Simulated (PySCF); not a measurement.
TPSSh on Be (beryllium, neutral), [He] 2s1 3d1, high-spin 3D determinant (an excited configuration). Computed with PySCF 2.14 in aug-cc-pCVQZ (9s8p6d4f2g, 109 functions), with no relativity, point nucleus.

```
cycle= 1 E= -14.3790179298356  delta_E= -0.000848  |g|= 0.00365  |ddm|= 0.625
cycle= 2 E= -14.3790261342265  delta_E= -8.2e-06  |g|= 0.000467  |ddm|= 0.0467
cycle= 3 E= -14.379026398566  delta_E= -2.64e-07  |g|= 7.22e-05  |ddm|= 0.00346
cycle= 4 E= -14.3790264053599  delta_E= -6.79e-09  |g|= 6.95e-06  |ddm|= 0.000652
cycle= 5 E= -14.3790264054438  delta_E= -8.39e-11  |g|= 7.91e-07  |ddm|= 0.000212
converged SCF energy = -14.3790264054438  <S^2> = 2.000007  2S+1 = 3.0000047
```

Highest occupied orbital energy: 0.321 eV; ⟨L²⟩ = 6.01; populations by l: s 3.00, p 0.00, d 1.00, f 0.00.

Can this result be used?

Not for this state. The calculation finished and met its thresholds. The outer electron is Rydberg-like, and this basis confines it to a smaller radius and binds it less than a complete one would. At TPSSh the highest occupied level has a positive energy, so only the finite basis holds that electron; for this excited configuration the basis is too tight for the outer shell.
